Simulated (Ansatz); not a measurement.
BNH$_{2}$Br (SMILES [NH-]BBr) (charge -1), closed shell: a trajectory.

The input file, in.yaml:

```yaml
crystal:
  periodic: [false, false, false]
  atoms:
    - {symbol: N, position_ang: [-0.455160, -1.006820, -0.123080]}
    - {symbol: B, position_ang: [0.364870, -0.040110, 0.197600]}
    - {symbol: Br, position_ang: [0.024270, 2.055380, -0.224920]}
    - {symbol: H, position_ang: [-1.339070, -0.891280, -0.599860]}
    - {symbol: H, position_ang: [1.405090, -0.117170, 0.750260]}
basis:
  gaussian: {orbitals: def2-SVPD}
total_charge: -1
hamiltonian: {xc: pbe0, dispersion: d4}
md: {n_steps: 30, timestep: 0.25, temperature: 200, ensemble: nvt_nose_hoover, seed: 773, initial_velocities: maxwell_boltzmann}
```

Launched with

```bash
ansatz run in.yaml --threads 2 --pin off --events-out ev --progress --plain --max-ram 3481MiB
```

Output of Ansatz 0.2.0:

```
Functional definition: PBE0
  name "PBE0"
  cite "Adamo & Barone, J. Chem. Phys. 110, 6158 (1999) doi:10.1063/1.478522"
  cite "Perdew, Burke & Ernzerhof, Phys. Rev. Lett. 77, 3865 (1996) doi:10.1103/PhysRevLett.77.3865"
  parent pbe
  parameter a = 0.25
  parameter kappa = 0.804
  parameter beta = 0.06672455060314922
  exchange = (1 - a)*pbe_x(kappa = kappa, mu = beta*pi^2/3) + a*exact_x
  correlation = pbe_c(beta = beta)
1027 factors; integrals over basis functions are off by at most 2.8e-4 eV
mean field evaluation 1: about -72224.5203 eV, gradient 3.5e1 eV
mean field evaluation 2: about -72216.1455 eV, gradient 6.7e1 eV
mean field evaluation 4: about -72227.0286 eV, gradient 2.3e0 eV
mean field evaluation 8: about -72227.0587 eV, gradient 3.0e-2 eV
mean field -72227.05871973 eV, -2654.2954506913 hartree, gradient 3.4e-5 eV, S^2 0.000000; 0 other end points of the search recorded, 0 dependent functions left out
the calculation of the forces begins
reference -72227.05875155 eV, -2654.2954518606 hartree; 25, 25 occupied and 72, 72 virtual orbitals, 1027 factors
md step     0: t =     0.00 fs  T =   200.0 K  F+E_penalty+E_count = -72227.13418209 eV  E_kin = 0.077556 eV  conserved = -72227.05662609 eV  (25 SCF iters)
md step     1: t =     0.25 fs  T =   206.4 K  F+E_penalty+E_count = -72227.13668251 eV  E_kin = 0.080052 eV  conserved = -72227.05663052 eV  (24 SCF iters)
md step     2: t =     0.50 fs  T =   211.3 K  F+E_penalty+E_count = -72227.13856531 eV  E_kin = 0.081937 eV  conserved = -72227.05662842 eV  (24 SCF iters)
md step     3: t =     0.75 fs  T =   214.7 K  F+E_penalty+E_count = -72227.13986504 eV  E_kin = 0.083245 eV  conserved = -72227.05662007 eV  (24 SCF iters)
md step     4: t =     1.00 fs  T =   216.9 K  F+E_penalty+E_count = -72227.14071334 eV  E_kin = 0.084106 eV  conserved = -72227.05660683 eV  (24 SCF iters)
md step     5: t =     1.25 fs  T =   218.5 K  F+E_penalty+E_count = -72227.14131716 eV  E_kin = 0.084726 eV  conserved = -72227.05659101 eV  (24 SCF iters)
md step     6: t =     1.50 fs  T =   220.1 K  F+E_penalty+E_count = -72227.14192228 eV  E_kin = 0.085346 eV  conserved = -72227.05657555 eV  (24 SCF iters)
md step     7: t =     1.75 fs  T =   222.3 K  F+E_penalty+E_count = -72227.14276754 eV  E_kin = 0.086203 eV  conserved = -72227.05656350 eV  (24 SCF iters)
md step     8: t =     2.00 fs  T =   225.6 K  F+E_penalty+E_count = -72227.14403768 eV  E_kin = 0.087478 eV  conserved = -72227.05655740 eV  (24 SCF iters)
md step     9: t =     2.25 fs  T =   230.2 K  F+E_penalty+E_count = -72227.14582412 eV  E_kin = 0.089263 eV  conserved = -72227.05655879 eV  (24 SCF iters)
md step    10: t =     2.50 fs  T =   236.0 K  F+E_penalty+E_count = -72227.14810164 eV  E_kin = 0.091530 eV  conserved = -72227.05656776 eV  (24 SCF iters)
md step    11: t =     2.75 fs  T =   242.8 K  F+E_penalty+E_count = -72227.15072648 eV  E_kin = 0.094138 eV  conserved = -72227.05658311 eV  (25 SCF iters)
md step    12: t =     3.00 fs  T =   249.7 K  F+E_penalty+E_count = -72227.15345576 eV  E_kin = 0.096847 eV  conserved = -72227.05660236 eV  (24 SCF iters)
md step    13: t =     3.25 fs  T =   256.2 K  F+E_penalty+E_count = -72227.15598494 eV  E_kin = 0.099354 eV  conserved = -72227.05662250 eV  (24 SCF iters)
md step    14: t =     3.50 fs  T =   261.3 K  F+E_penalty+E_count = -72227.15799498 eV  E_kin = 0.101344 eV  conserved = -72227.05664043 eV  (24 SCF iters)
md step    15: t =     3.75 fs  T =   264.4 K  F+E_penalty+E_count = -72227.15920096 eV  E_kin = 0.102534 eV  conserved = -72227.05665372 eV  (24 SCF iters)
md step    16: t =     4.00 fs  T =   264.9 K  F+E_penalty+E_count = -72227.15939256 eV  E_kin = 0.102716 eV  conserved = -72227.05666024 eV  (24 SCF iters)
md step    17: t =     4.25 fs  T =   262.5 K  F+E_penalty+E_count = -72227.15846298 eV  E_kin = 0.101784 eV  conserved = -72227.05665933 eV  (24 SCF iters)
md step    18: t =     4.50 fs  T =   257.2 K  F+E_penalty+E_count = -72227.15642093 eV  E_kin = 0.099746 eV  conserved = -72227.05665149 eV  (24 SCF iters)
md step    19: t =     4.75 fs  T =   249.4 K  F+E_penalty+E_count = -72227.15338659 eV  E_kin = 0.096722 eV  conserved = -72227.05663769 eV  (24 SCF iters)
md step    20: t =     5.00 fs  T =   239.6 K  F+E_penalty+E_count = -72227.14957564 eV  E_kin = 0.092925 eV  conserved = -72227.05661956 eV  (26 SCF iters)
md step    21: t =     5.25 fs  T =   228.6 K  F+E_penalty+E_count = -72227.14527357 eV  E_kin = 0.088639 eV  conserved = -72227.05659906 eV  (24 SCF iters)
md step    22: t =     5.50 fs  T =   217.1 K  F+E_penalty+E_count = -72227.14080519 eV  E_kin = 0.084187 eV  conserved = -72227.05657816 eV  (24 SCF iters)
md step    23: t =     5.75 fs  T =   206.0 K  F+E_penalty+E_count = -72227.13650299 eV  E_kin = 0.079900 eV  conserved = -72227.05655872 eV  (25 SCF iters)
md step    24: t =     6.00 fs  T =   196.2 K  F+E_penalty+E_count = -72227.13267747 eV  E_kin = 0.076087 eV  conserved = -72227.05654230 eV  (25 SCF iters)
md step    25: t =     6.25 fs  T =   188.3 K  F+E_penalty+E_count = -72227.12959146 eV  E_kin = 0.073010 eV  conserved = -72227.05653016 eV  (24 SCF iters)
md step    26: t =     6.50 fs  T =   182.7 K  F+E_penalty+E_count = -72227.12743995 eV  E_kin = 0.070862 eV  conserved = -72227.05652315 eV  (24 SCF iters)
md step    27: t =     6.75 fs  T =   179.9 K  F+E_penalty+E_count = -72227.12633572 eV  E_kin = 0.069755 eV  conserved = -72227.05652175 eV  (25 SCF iters)
md step    28: t =     7.00 fs  T =   179.8 K  F+E_penalty+E_count = -72227.12630163 eV  E_kin = 0.069714 eV  conserved = -72227.05652603 eV  (25 SCF iters)
md step    29: t =     7.25 fs  T =   182.2 K  F+E_penalty+E_count = -72227.12726893 eV  E_kin = 0.070668 eV  conserved = -72227.05653573 eV  (24 SCF iters)
md step    30: t =     7.50 fs  T =   186.9 K  F+E_penalty+E_count = -72227.12908200 eV  E_kin = 0.072464 eV  conserved = -72227.05655018 eV  (26 SCF iters)
Total energy: -72227.12911431 eV, -2654.2980376445 hartree
Atom 0 at    -0.476114    -1.051802    -0.108717 Å, force    -0.093293     0.882662    -0.721102 eV/Å
Atom 1 at     0.384164    -0.057854     0.186830 Å, force    -0.215797    -0.519995     0.295176 eV/Å
Atom 2 at     0.024002     2.064315    -0.225162 Å, force     0.045239    -0.302710    -0.055627 eV/Å
Atom 3 at    -1.291662    -0.819855    -0.717677 Å, force     0.806254    -0.109694     0.803912 eV/Å
Atom 4 at     1.463144    -0.081480     0.803208 Å, force    -0.542403     0.049736    -0.322359 eV/Å
Dipole moment:    -0.041034     0.881755    -0.165268 e Å

[the SCF lines of later steps are left out]
```

The run took about 61 s on 2 CPU threads of an Arm Neoverse V1 (shared host).
